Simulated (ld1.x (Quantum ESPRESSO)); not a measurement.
## Building the TM potential for Ti (LDA (PZ), non-relativistic).

The input file (ld1.x (Quantum ESPRESSO) 7.5):

```
&input
   title='Ti', zed=22., rel=0, dft='PZ', iswitch=3,
   config='[Ar] 3d1 4s0 4p0',
   nld=3, rlderiv=2.35, eminld=-9.0, emaxld=5.0, deld=0.04
 /
 &inputp
   pseudotype=2, tm=.true., lloc=-2, rcloc=1.45,
   nlcc=.true., new_core_ps=.true.,
   file_pseudopw='Ti.UPF', file_wfcaegen='ae.wfc', file_wfcncgen='nc.wfc', file_beta='beta', file_chi='chi'
 /
3
3S  1  0   2.00   0.00  1.15  1.15  0.0
3P  2  1   6.00   0.00  1.65  1.65  0.0
3D  3  2   1.00   0.00  2.15  2.15  0.0
 &test
   configts(1)='3s2 3p6 3d1 4s0 4p0'
 /
```

Command:

```bash
ld1.x < Ti.in > Ti.out
```

Resulting log (shortened: banner, matrices, multipoles, cross overlaps and the repeated all-electron block are left out):

```
Program LD1 v.7.5
     --------------------------- All-electron run ----------------------------

     Ti

     atomic number is 22.00
     dft =PZ   lsd =0 sic =0 latt =0  beta=0.20 tr2=1.0E-14
     Exchange-correlation= PZ
                           (   1   1   0   0   0   0   0)
     mesh =1177 r(mesh) = 100.37945 a.u. xmin = -7.00 dx = 0.01250
     1 Ry =  13.60569312 eV

     n l     nl                  e(Ry)          e(Ha)          e(eV)
     1 0     1S 1( 2.00)      -357.0263      -178.5132     -4857.5909
     2 0     2S 1( 2.00)       -41.4237       -20.7119      -563.5987
     2 1     2P 1( 6.00)       -35.0753       -17.5377      -477.2240
     3 0     3S 1( 2.00)        -6.9003        -3.4501       -93.8827
     3 1     3P 1( 6.00)        -5.2059        -2.6029       -70.8293
     3 2     3D 1( 1.00)        -2.5815        -1.2908       -35.1234
     4 0     4S 1( 0.00)        -1.9219        -0.9609       -26.1485
     4 1     4P 1( 0.00)        -1.5187        -0.7593       -20.6627

     final scf error:  6.6E-15 reached in  27 iterations

     Etot =   -1690.966789 Ry,    -845.483395 Ha,  -23006.775218 eV

     Ekin =    1688.670745 Ry,     844.335373 Ha,   22975.535948 eV
     Encl =   -3962.940357 Ry,   -1981.470179 Ha,  -53918.550369 eV
     Eh   =     661.197123 Ry,     330.598561 Ha,    8996.045143 eV
     Exc  =     -77.894300 Ry,     -38.947150 Ha,   -1059.805941 eV

     normalization and overlap integrals

     s(1S/1S) =  1.000000  <r> =   0.0703  <r2> =    0.0066  r(max) =   0.0460
     s(2S/2S) =  1.000000  <r> =   0.3285  <r2> =    0.1276  r(max) =   0.2716
     s(2P/2P) =  1.000000  <r> =   0.2913  <r2> =    0.1047  r(max) =   0.2196
     s(3S/3S) =  1.000000  <r> =   1.0009  <r2> =    1.1527  r(max) =   0.8685
     s(3P/3P) =  1.000000  <r> =   1.0592  <r2> =    1.3138  r(max) =   0.8904
     s(3D/3D) =  1.000000  <r> =   1.2521  <r2> =    1.9371  r(max) =   0.9130
     s(4S/4S) =  1.000000  <r> =   2.6070  <r2> =    7.6558  r(max) =   2.3607
     s(4P/4P) =  1.000000  <r> =   2.9438  <r2> =    9.8116  r(max) =   2.6750

     ------------------------ End of All-electron run ------------------------

     --------------------- Generating NC pseudopotential ---------------------

      Generating local potential from pseudized AE potential:
      Matching radius rcloc =   1.4500
      Enforcing V''(0)=0 (lloc=-2)

      Local pseudo, rcloc= 1.468 Estimated cut-off energy=    14.20 Ry

      Computing core charge for nlcc:

       r > 0.52 : true rho core
      Core charge pseudized with two Bessel functions
      Integrated core pseudo-charge :   6.33

      Wfc   3S  rcut= 1.143  Using Troullier-Martins method

      Wfc   3P  rcut= 1.664  Using Troullier-Martins method

      Wfc   3D  rcut= 2.136  Using Troullier-Martins method

     ------------------- End of pseudopotential generation -------------------

     Computing logarithmic derivative in   2.34604

       Warning: n=2, l=0 expected 1 nodes, found 2
       Setting wfc to zero for this iteration
       (This warning will only be printed once per wavefunction)

     Computing logarithmic derivative in   2.34604
     Computing the partial wave expansion
     R is outside the sphere for l=    0 j= 0.00
     R is outside the sphere for l=    1 j= 0.00
     R is outside the sphere for l=    2 j= 0.00

     ---------------------- Testing the pseudopotential ----------------------

     Ti

     atomic number is 22.00   valence charge is 12.00
     dft =PZ   lsd =0 sic =0 latt =0  beta=0.20 tr2=1.0E-14
     mesh =1177 r(mesh) = 100.37945 xmin = -7.00 dx = 0.01250

     n l     nl             e AE (Ry)        e PS (Ry)    De AE-PS (Ry)
     1 0     3S   1( 2.00)       -6.90025       -6.90025        0.00000
     2 1     3P   1( 6.00)       -5.20586       -5.20586        0.00000
     3 2     3D   1( 1.00)       -2.58152       -2.58152       -0.00000
     2 0     4S   1( 0.00)       -1.92188       -2.26889        0.34701  !
     3 1     4P   1( 0.00)       -1.51868       -1.51396       -0.00471

     eps = 6.1E-17  iter =  6

     Etot =   -1690.966789 Ry,    -845.483395 Ha,  -23006.775218 eV
     Etotps =  -135.428038 Ry,     -67.714019 Ha,   -1842.592320 eV

     Ekin =      42.031833 Ry,      21.015916 Ha,     571.872221 eV
     Encl =    -190.808085 Ry,     -95.404043 Ha,   -2596.076255 eV
     Ehrt =      67.806528 Ry,      33.903264 Ha,     922.554811 eV
     Ecxc =     -37.020313 Ry,     -18.510156 Ha,    -503.687017 eV
     (Ecc =     -23.267389 Ry,     -11.633694 Ha,    -316.568954 eV)
     Epseu=     -17.438000 Ry,      -8.719000 Ha,    -237.256079 eV

     ---------------------- End of pseudopotential test ----------------------
```

Generation and configuration tests took about 2.5 s on one core of a shared server CPU.
